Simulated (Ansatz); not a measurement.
Ideal-gas functions of C₂H₄FGaO (`F[CH]1O[CH2][GaH]1`) at 400 K and 1 bar, from an Ansatz frequency run at PBE0-D4/def2-TZVP.

Molar mass 132.77 g/mol, point group C1 (symmetry number 1), electronic degeneracy 1, moments of inertia 94.416, 174.178, 235.725 u Å². Harmonic wavenumbers (cm⁻¹, unscaled): 121, 156, 354, 438, 508, 530, 549, 662, 763, 941, 963, 1069, 1183, 1214, 1245, 1352, 1473, 1974, 3054, 3102, 3117.

Use S(trans) = R[1.5 ln M + 2.5 ln T − 1.1517]; rotational temperatures θ = 24.2544 K / I; S(rot) = R[ln(√π/σ · √(T³/θAθBθC)) + 1.5]; for each mode x = 1.438777 ν̃/T, S = R[x/(eˣ − 1) − ln(1 − e⁻ˣ)] and H = RT x/(eˣ − 1); 1 cm⁻¹ = 0.0119627 kJ/mol; R = 8.31446 J/(mol·K).

**Question.** By hand: the entropy, in J/(mol·K).

**Answer.** Translation 175.9. Rotation: θ = 0.2569, 0.1393, 0.1029 K, giving 115.3. Vibration, mode by mode: 15.30, 13.23, 6.85, 5.34, 4.37, 4.10, 3.89, 2.82, 2.12, 1.27, 1.20, 0.88, 0.63, 0.57, 0.52, 0.38, 0.26, 0.06, 0.00, 0.00, 0.00, in all 63.8. Electronic 0.0. Sum 355.0 J/(mol·K).

**Question.** By hand: H − E and G − E in kJ/mol, counted from the electronic energy.

**Answer.** Zero-point energy ½ × 24768 × 0.0119627 = 148.1; thermal vibration 14.8; translation, rotation and pV give 4 RT = 13.3. H − E = 176.2 kJ/mol, and G − E = 176.2 − 400 × 355.0/1000 = 34.2 kJ/mol.

Vibration gives 18 % of the entropy, 15.3 J/(mol·K) of it from the mode under 150 cm⁻¹: soft modes count most, and the harmonic formula is weakest for them. The sum counts one conformer and one mirror image; others add a mixing term.
